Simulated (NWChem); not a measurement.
System meant: C$_{3}$H$_{5}$ClSi; SMILES C#C[Si@@H](C)Cl

Input file for NWChem:

```
start job
memory heap 200 mb stack 900 mb global 1100 mb
geometry units angstroms noautosym nocenter noautoz
  C      0.875342     2.647619    -0.244090
  C      0.389969     1.566629     0.033113
  Si    -0.372670    -0.046233     0.451651
  C     -2.009887    -0.241399    -0.413366
  Cl     0.912214    -1.556388    -0.160962
  H      1.309346     3.601562    -0.489007
  H     -0.500527    -0.148349     1.930553
  H     -2.457807    -1.218116    -0.176209
  H     -1.878647    -0.171533    -1.503383
  H     -2.704232     0.551328    -0.093668
end
basis spherical
  C library def2-svp
  Si library def2-svp
  Cl library def2-svp
  H library def2-svp
end
dft
  xc m06-2x
  iterations 150
end
property
  shielding
end
task dft property
```

End of the output:

```
 Vector   30  Occ=0.000000D+00  E= 9.993870D-02
              MO Center= -1.2D+00, -3.7D-01,  2.1D-01, r^2= 5.6D+00
   Bfn.  Coefficient  Atom+Function         Bfn.  Coefficient  Atom+Function
  ----- ------------  ---------------      ----- ------------  ---------------
    49      2.015849   4 C  s                40      0.973267   3 Si py
    95     -0.780958   9 H  s               100     -0.775853  10 H  s
    32     -0.727709   3 Si s                85      0.692249   7 H  s
    39      0.682171   3 Si px               17     -0.515383   2 C  s
    90     -0.472283   8 H  s                71     -0.308229   5 Cl px

 center of mass
 --------------
 x =   0.11371566 y =  -0.09829845 z =  -0.01488872

 moments of inertia (a.u.)
 ------------------
         819.135938209770           4.315836385996           1.122555815470
           4.315836385996         452.806577176212          -1.996180832272
           1.122555815470          -1.996180832272        1159.809141654985

     Multipole analysis of the density
     ---------------------------------

     L   x y z        total         alpha         beta         nuclear
     -   - - -        -----         -----         ----         -------
     0   0 0 0     -0.000000    -27.000000    -27.000000     54.000000

     1   1 0 0     -0.545283      0.113869      0.113869     -0.773021
     1   0 1 0      0.585165      0.910402      0.910402     -1.235639
     1   0 0 1     -0.042116      0.442881      0.442881     -0.927878

     2   2 0 0    -31.916604   -131.457648   -131.457648    230.998692
     2   1 1 0      2.806383     -4.315231     -4.315231     11.436846
     2   1 0 1     -0.353413     -1.662240     -1.662240      2.971067
     2   0 2 0    -29.918041   -217.001149   -217.001149    404.084256
     2   0 1 1     -1.117949      0.561954      0.561954     -2.241857
     2   0 0 2    -33.417945    -36.263627    -36.263627     39.109308

          -----------------------------------------
          Chemical Shielding Tensors (GIAO, in ppm)
          -----------------------------------------

 ------------------------------------------------------------------------
  xm06: d2 not coded                    0
 ------------------------------------------------------------------------
 ------------------------------------------------------------------------
  current input line :
    28: task dft property
 ------------------------------------------------------------------------
 ------------------------------------------------------------------------
 This error has not yet been assigned to a category
 ------------------------------------------------------------------------
 For more information see the NWChem manual at https://nwchemgit.github.io

0: xm06: d2 not coded:Received an Error in Communication
```

**Question.** Can this run be used? If not, why, and what is the fix?

**Answer.** The run crashed. Cause: this functional's second derivatives, which shieldings need, aren't coded here; the fix takes a hybrid GGA instead. This input runs:
```
start job
memory heap 200 mb stack 900 mb global 1100 mb
geometry units angstroms noautosym nocenter noautoz
  C      0.875342     2.647619    -0.244090
  C      0.389969     1.566629     0.033113
  Si    -0.372670    -0.046233     0.451651
  C     -2.009887    -0.241399    -0.413366
  Cl     0.912214    -1.556388    -0.160962
  H      1.309346     3.601562    -0.489007
  H     -0.500527    -0.148349     1.930553
  H     -2.457807    -1.218116    -0.176209
  H     -1.878647    -0.171533    -1.503383
  H     -2.704232     0.551328    -0.093668
end
basis spherical
  * library def2-svp
end
dft
  xc pbe0
  iterations 150
end
property
  shielding
end
task dft property
```
It converges to -866.27826 Ha (PBE0/def2-SVP, GIAO).
